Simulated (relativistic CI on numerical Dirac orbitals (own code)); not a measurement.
What each ingredient does to the levels of Fe17+

Base calculation: Dirac-Coulomb-Breit CI, orbitals from a KLI potential per configuration, a model potential for QED, unscaled Slater integrals.

Configuration list (outside the closed core 1s2): 2s2 2p5, 2s 2p6, 2p6 3s, 2p6 3p, 2s2 2p4 3s, 2p6 3d, 2s2 2p4 3p, 2s2 2p4 3d, 2s 2p5 3s, 2s 2p5 3p, 2s 2p5 3d, 2s2 2p4 4s, 2s2 2p4 4p, 2s2 2p4 4d, 2s2 2p4 4f, 2s 2p5 4s, 2s2 2p3 3s2, 2s2 2p4 5s, 2s 2p5 4p, 2s2 2p4 5p, 2s2 2p4 5d, 2s2 2p4 5f, 2s2 2p4 5g, 2s 2p5 4d, 2s2 2p3 3s 3p, 2s 2p5 4f, 2s2 2p3 3p2, 2s2 2p3 3s 3d, 2s2 2p3 3p 3d, 2s 2p4 3s2, 2s 2p4 3s 3p, 2s2 2p3 3d2, 2s 2p5 5s, 2s 2p5 5p, 2s 2p5 5d, 2s 2p5 5f. Levels of other configurations are missing.

Variants: (1) valence Slater integrals scaled by 0.9; (2) QED terms removed; (3) configuration mixing switched off. Shifts of the energy above 2s2 2p5 2P°_3/2, in eV, for the lowest level and the first level of each name with at least 55 % of one term (blank where a level changes its place among those of its configuration and J or its character, or is not in the variant):

| Level | Base | Δ(1) | Δ(2) | Δ(3) |
| --- | --- | --- | --- | --- |
| 2s2 2p5 2P°_3/2 | 0.000 | 0.000 | 0.000 | 0.000 |
| 2s2 2p5 2P°_1/2 | 12.702 | +0.002 | -0.031 | 0.000 |
| 2s 2p6 2S_1/2 | 133.991 | +0.059 | +0.396 | +0.268 |
| 2s2 2p4 3s 4P_5/2 | 770.825 | +0.673 | -0.108 | -0.078 |
| 2s2 2p4 3s 2P_3/2 | 774.262 | +0.331 | -0.111 | -0.039 |
| 2s2 2p4 3s 4P_1/2 | 780.531 | +0.374 | -0.121 | +0.510 |
| 2s2 2p4 3s 4P_3/2 | 782.819 | +0.624 | -0.136 | -0.022 |
| 2s2 2p4 3s 2P_1/2 | 785.983 | +0.216 | -0.135 | +0.243 |
| 2s2 2p4 3s 2D_5/2 | 793.296 | -0.517 | -0.134 | -0.079 |
| 2s2 2p4 3s 2D_3/2 | 793.774 | -0.519 | -0.136 | -0.074 |
| 2s2 2p4 3p 4P°_3/2 | 801.299 | +0.887 | -0.005 | +0.290 |
| 2s2 2p4 3p 4P°_5/2 | 801.714 | +0.958 | -0.008 | +0.182 |
| 2s2 2p4 3p 4D°_7/2 | 805.825 | +0.615 | -0.013 | -0.466 |
| 2s2 2p4 3p 2D°_5/2 | 805.944 | +0.508 | -0.010 | -0.236 |

At this charge energies of transitions that change n are usually good to better than 1 %, and those within a shell (Δn = 0) to a few per cent.

Ionisation energy from the two ground configurations alone: base 1355.32 eV; valence Slater integrals scaled by 0.9 1355.83 eV. The NIST ASD value (semi-empirical) is 1357.8 eV.

LS names give the leading component of a level, which can be under half, so a name can repeat, a term be missing and a line seem to break the LS rules.
